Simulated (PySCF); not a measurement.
# Excitation energies in several basis sets

Bromobenzene, C₆H₅Br.
SMILES: `c1(ccccc1)Br`

TDDFT with PBE0 (PySCF), vertical singlets, core orbitals frozen in the response, spherical d and f functions. Isolated species at its PBE0-D3(BJ)/def2-SVP geometry, gas phase. The PBE0/6-31G* calculation is non-relativistic and has no spin–orbit coupling, an omission that weighs most on bromine.

```json
{"basis": "6-31G*", "functions": "126", "diffuse": "no", "S1 (eV)": "5.39", "S2 (eV)": "5.74", "S3 (eV)": "5.99", "S4 (eV)": "6.49", "S5 (eV)": "6.70", "LUMO (eV)": "-0.25", "α (au)": "72.4"}
{"basis": "def2-SVP", "functions": "141", "diffuse": "no", "S1 (eV)": "5.30", "S2 (eV)": "5.88", "S3 (eV)": "5.92", "S4 (eV)": "6.46", "S5 (eV)": "6.62", "LUMO (eV)": "-0.49", "α (au)": "75.2"}
{"basis": "def2-SVPD", "functions": "201", "diffuse": "yes", "S1 (eV)": "5.21", "S2 (eV)": "5.63", "S3 (eV)": "5.74", "S4 (eV)": "6.42", "S5 (eV)": "6.45", "LUMO (eV)": "-0.68", "α (au)": "90.1"}
{"basis": "aug-cc-pVDZ", "functions": "219", "diffuse": "yes", "S1 (eV)": "5.19", "S2 (eV)": "5.57", "S3 (eV)": "5.70", "S4 (eV)": "6.23", "S5 (eV)": "6.30", "LUMO (eV)": "-0.68", "α (au)": "91.2"}
{"basis": "def2-TZVP", "functions": "264", "diffuse": "no", "S1 (eV)": "5.21", "S2 (eV)": "5.73", "S3 (eV)": "5.75", "S4 (eV)": "6.45", "S5 (eV)": "6.54", "LUMO (eV)": "-0.62", "α (au)": "86.3"}
```

Task: How much do these states and the polarisability depend on the basis?

Result: States are compared by their number. Against the largest diffuse basis here (aug-cc-pVDZ, itself not a converged limit), sets without diffuse functions differ by up to 0.21 eV in S1 and 0.40 eV in S5; the smaller diffuse sets differ by up to 0.03 and 0.14 eV. State by state, the largest deviation of a set without diffuse functions is S1 0.21, S2 0.31, S3 0.28, S4 0.27, S5 0.40 eV. The same number needn't mean the same state in each row. Against aug-cc-pVDZ the polarisability deviates by -21% in 6-31G*, -18% in def2-SVP, -1% in def2-SVPD, -5% in def2-TZVP.
